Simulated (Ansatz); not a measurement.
Reactions of `OC[SiH2]Cl`.

Gas-phase electronic energies from Ansatz, PBE0-D4/def2-TZVP geometries. CBS: MP2 limit from def2 TZ/QZ plus the TZ coupled-cluster correction, frozen cores. This one scheme is used for every species. One conformer a species, not always the lowest.

| reaction | MP2/CBS(def2) (kcal/mol) | CCSD(T)/CBS(def2) (kcal/mol) |
| --- | --- | --- |
| `OC[SiH2]Cl` + silanol → `OC[SiH2]O[SiH3]` + HCl | -2.6 | -3.4 |
| `OC[SiH2]Cl` + `[SiH3]N[SiH2]Cl` → `[SiH3]N([SiH2]Cl)[SiH2]Cl` + CH₃OH | -19.0 | -17.7 |
| `OC[SiH2]Cl` + H–F → `F[SiH2]Cl` + CH₃OH | -35.4 | -35.3 |
| `OC[SiH2]Cl` + dimethylamine → `CN(C)CO` + `[SiH3]Cl` | 2.7 | 2.7 |

Largest T1 diagnostic: 0.011, for `OC[SiH2]O[SiH3]`.
